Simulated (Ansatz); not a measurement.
Cost and result for the atomization energy of C₃H₆BN (11 atoms, 12 bonds).

Z-matrix (Å, degrees):
```
B
C 1 1.614
C 1 1.614 2 61.7
H 1 1.205 2 116.4 3 -107.3
H 1 1.202 2 115.6 3 106.6
C 2 1.388 1 101.6 3 -33.7
H 2 1.088 1 131.3 3 119.1
H 3 1.088 1 131.3 2 -119.1
N 6 1.321 2 141.2 1 -166.0
H 9 1.004 6 120.7 2 -165.9
H 9 1.004 6 120.7 2 21.4
```

Charge 0, multiplicity 1. The bonds changed during the relaxation, so this is another structure than the one it started from. The geometry is a stationary point of PBE0-D4/def2-TZVP. It is one conformer, not always the lowest. Program: Ansatz. All runs use 2 threads of an Intel Xeon 6975P-C on a shared host. Times are those of one run each, without the atoms' runs, and a repeat can differ threefold. Electronic energies, without spin–orbit coupling; frozen cores. CCSD(T)/CBS adds CCSD(T) − MP2 in def2-TZVPP to the MP2 limit, and its time is that of the two runs behind it. T1 = 0.013. B3LYP takes the VWN-RPA correlation (the form of Gaussian; ORCA's B3LYP/G).

CCSD(T)/CBS is a level of theory with its own doubt, some kJ/mol a heavy atom from the limit and from the frozen cores, so smaller differences don't rank the functionals.

| level | functions | wall time |
| --- | --- | --- |
| LDA (SPW92)/def2-TZVPP | 239 | 1 s |
| BLYP-D4/def2-TZVPP | 239 | 1.7 s |
| PBE0-D4/def2-TZVPP | 239 | 2 s |
| BHLYP-D4/def2-TZVPP | 239 | 2.1 s |
| CAM-B3LYP-D4/def2-TZVPP | 239 | 2.4 s |
| B3LYP-D4/def2-TZVPP (with forces) | 239 | 3.2 s |
| CCSD(T)/def2-SVP | 100 | 3.7 s |
| PBE-QIDH/def2-TZVPP | 239 | 4.2 s |
| B97M-V/def2-TZVPP | 239 | 5.5 s |
| ωB97M-V/def2-TZVPP (with forces) | 239 | 7.5 s |
| MP2/def2-QZVPP | 465 | 19 s |
| CCSD(T)/def2-TZVPP | 239 | 120 s |
| CCSD(T)/CBS(def2) | – | 2.3 min |

Task: What atomization energy does each give, and how far from CCSD(T)/CBS? (Best estimate.)

Result: The calculation gave: 
```
                            level  atomization (kcal/mol)  difference from CCSD(T)/CBS  per bond
           LDA (SPW92)/def2-TZVPP                  1218.3                        178.0      14.8
               BLYP-D4/def2-TZVPP                  1050.9                         10.6       0.9
               PBE0-D4/def2-TZVPP                  1063.7                         23.4       2.0
              BHLYP-D4/def2-TZVPP                  1015.4                        -24.9      -2.1
          CAM-B3LYP-D4/def2-TZVPP                  1053.7                         13.4       1.1
B3LYP-D4/def2-TZVPP (with forces)                  1050.5                         10.2       0.9
                 CCSD(T)/def2-SVP                   995.5                        -44.8      -3.7
              PBE-QIDH/def2-TZVPP                  1048.6                          8.3       0.7
                B97M-V/def2-TZVPP                  1054.4                         14.1       1.2
 ωB97M-V/def2-TZVPP (with forces)                  1053.3                         13.0       1.1
                   MP2/def2-QZVPP                  1053.5                         13.2       1.1
               CCSD(T)/def2-TZVPP                  1013.5                        -26.8      -2.2
                CCSD(T)/CBS(def2)                  1040.3                          0.0       0.0
```

The D4 term adds +7.2 kcal/mol with B3LYP and +3.8 kcal/mol with PBE0; it sums over pairs of atoms, weighted by their polarisabilities, and B3LYP, whose exchange is more repulsive, gets the larger term. From BLYP to BHLYP (50 % exact exchange), in def2-TZVPP and without D4, the atomization energy moves by −30.3 kcal/mol: exact exchange takes away binding that semilocal exchange gives to molecules. At CCSD(T), def2-SVP lies −44.8 kcal/mol from the extrapolated value and def2-TZVPP −26.7 kcal/mol: correlation converges slowly with the basis, and small sets miss more of it in the bonded molecule than in its fragments.
